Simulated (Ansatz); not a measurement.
Molecular dynamics of Cl₂H₂OSi

Input:

```yaml
crystal:
  periodic: [false, false, false]
  atoms:
    - { symbol: Si, position_ang: [-0.027159, -0.031496, -0.007886] }
    - { symbol: O, position_ang: [-0.007942, -0.092145, 1.64877] }
    - { symbol: H, position_ang: [-0.873321, -0.126122, 2.095418] }
    - { symbol: H, position_ang: [1.390538, 0.005041, -0.448798] }
    - { symbol: Cl, position_ang: [-1.034832, 1.64747, -0.685734] }
    - { symbol: Cl, position_ang: [-0.986385, -1.684148, -0.809471] }
basis:
  gaussian: { orbitals: def2-SVP }
hamiltonian:
  xc: pbe
  dispersion: d4
md:
  timestep: 0.5
  n_steps: 100
  ensemble: nve
  temperature: 1500.0
  initial_velocities: maxwell_boltzmann
  seed: 838325
```

Launched with:

```bash
$ ansatz run input.yaml --threads 1 --pin off --max-ram 2048MiB --backend cpu --events-out ev --progress --plain --runs-dir out
```

It starts from a relaxed structure.

Output, in part (step lines, the closing report, with atoms numbered from 0):

```
md step     0: t =     0.00 fs  T =  1500.0 K  F+E_penalty+E_count = -34978.07700244 eV  E_kin = 0.775560 eV  conserved = -34977.30144245 eV  (24 SCF iters)
[... lines left out ...]
Total energy: -34977.57444160 eV, -1285.4021520773 hartree
Atom 0 at    -0.007528    -0.030765     0.053109 Å, force     2.292407     0.762702     0.302490 eV/Å
Atom 1 at     0.062029    -0.187678     1.749428 Å, force    -1.463912     0.508069    -0.290789 eV/Å
Atom 2 at    -0.805687    -0.101470     2.277683 Å, force     1.506931    -0.173086    -1.144931 eV/Å
Atom 3 at     1.573257     0.092003    -0.514850 Å, force    -2.113551    -0.257529     0.984006 eV/Å
Atom 4 at    -1.072490     1.551427    -0.769714 Å, force     0.119842     0.441782     0.439083 eV/Å
Atom 5 at    -1.002977    -1.548742    -0.822546 Å, force    -0.341718    -1.281937    -0.289859 eV/Å
Dipole moment:    -0.115881    -0.007620     0.279528 e Å
```

The steps, from the saved trajectory:

```tsv
time (fs)	T (K)	potential energy less start (eV)	conserved less start (meV/atom)
0	1500	0.000	0.00
1.5	1289	0.111	0.33
3	947	0.288	0.43
4.5	680	0.427	0.50
6	601	0.468	0.54
7.5	752	0.389	0.35
9	853	0.335	0.07
10.5	593	0.471	0.30
12	373	0.587	0.70
13.5	685	0.423	0.28
15	1021	0.248	0.09
16.5	1026	0.246	0.28
18	878	0.324	0.37
19.5	730	0.401	0.53
21	774	0.378	0.50
22.5	974	0.274	0.31
24	1074	0.221	0.18
25.5	901	0.311	0.14
27	515	0.512	0.54
28.5	453	0.544	0.54
30	701	0.414	0.07
31.5	622	0.455	0.20
33	298	0.625	0.51
34.5	134	0.709	0.49
36	154	0.699	0.49
37.5	362	0.591	0.50
39	703	0.413	0.13
40.5	723	0.402	0.09
42	436	0.554	0.54
43.5	479	0.531	0.56
45	866	0.329	0.14
46.5	1023	0.248	0.16
48	859	0.333	0.29
49.5	587	0.475	0.52
```

The run went to its last step. The conserved energy stayed within 0.7 meV per atom of its start (net change 0.55 meV per atom), so the integration is sound. A run of 0.05 ps of so small a system gives no equilibrium averages.

The same pairs are bonded in the first frame and the last. Pairs count as bonded within 1.25 times the sum of covalent radii (0.12 Å more for H–H).

Last frame:

```xyz
6
Properties=species:S:1:pos:R:3
Si -0.007 -0.031 0.053
O 0.062 -0.188 1.749
H -0.806 -0.102 2.278
H 1.573 0.092 -0.515
Cl -1.073 1.551 -0.770
Cl -1.003 -1.549 -0.823
```

Time of the run: 2.9 min on 1 thread of Intel(R) Xeon(R) Platinum 8488C (Sapphire Rapids), on a shared host, peak memory 0.15 GiB.
